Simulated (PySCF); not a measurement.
CuF, charge +1, multiplicity 2. Atoms are numbered in the order given.

```xyz
2

Cu     0.0000     0.0000    -0.3997
F      0.0000     0.0000     1.2880
```
Charge +1, spin multiplicity 2.

The structure is a stationary point at PBE0-D3(BJ)/def2-TZVPD. The spin state was assumed, not searched.

These are B3LYP/def2-TZVPD in PySCF values and carry that method's errors.

The molecule is in vacuum.

```json
{
 "total_energy": "-1740.07044 hartree",
 "point_group": "C∞v",
 "α spin, highest occupied and lowest empty level": "-17.50 and -11.26 eV",
 "β spin, highest occupied and lowest empty level": "-17.19 and -14.01 eV",
 "dipole_moment_about_the_centre_of_nuclear_charge": "4.67 D",
 "mean_static_polarisability": "14.3 bohr³ (2.11 Å³)",
 "polarisability_principal_values": "10.3, 10.3, 22.2 bohr³",
 "⟨S²⟩": "0.753 (pure state 0.75)"
}
```
